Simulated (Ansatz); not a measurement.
```yaml
crystal:
  periodic: [false, false, false]
  atoms:
    - {symbol: C, position_ang: [-0.279692, 1.217076, -0.791789]}
    - {symbol: N, position_ang: [-0.351200, -0.175920, -0.374333]}
    - {symbol: C, position_ang: [-0.542973, -0.416143, 1.062437]}
    - {symbol: Si, position_ang: [0.784184, -1.384475, 0.117807]}
    - {symbol: H, position_ang: [-1.228601, 1.662847, -0.770484]}
    - {symbol: H, position_ang: [0.035633, 1.251060, -1.898482]}
    - {symbol: H, position_ang: [0.422177, 1.911414, -0.264769]}
    - {symbol: H, position_ang: [-0.145420, 0.326047, 1.722717]}
    - {symbol: H, position_ang: [-1.432515, -0.830811, 1.363463]}
    - {symbol: H, position_ang: [2.232296, -0.949984, 0.341701]}
    - {symbol: H, position_ang: [0.670876, -2.666223, -0.496234]}
basis:
  gaussian: {orbitals: def2-TZVPP, fitting: {mean_field: def2-universal-jkfit}}
magnetization: {spin_polarized: true, initial_magnetization: 2}
hamiltonian: {xc: {name: wB97M-V}, dispersion: rvv10}
scf: {lower_state_search: full}
```

```sh
$ ansatz run in.yaml --threads 2 --pin off --events-out ev --progress --plain --max-ram 4352MiB
```

Problem. How does Ansatz answer? (An estimate is asked.)

Solution. The calculation gave: The input was rejected before any iteration.
```
Error: invalid value for `hamiltonian.dispersion`: this functional's text states its nonlocal part
```
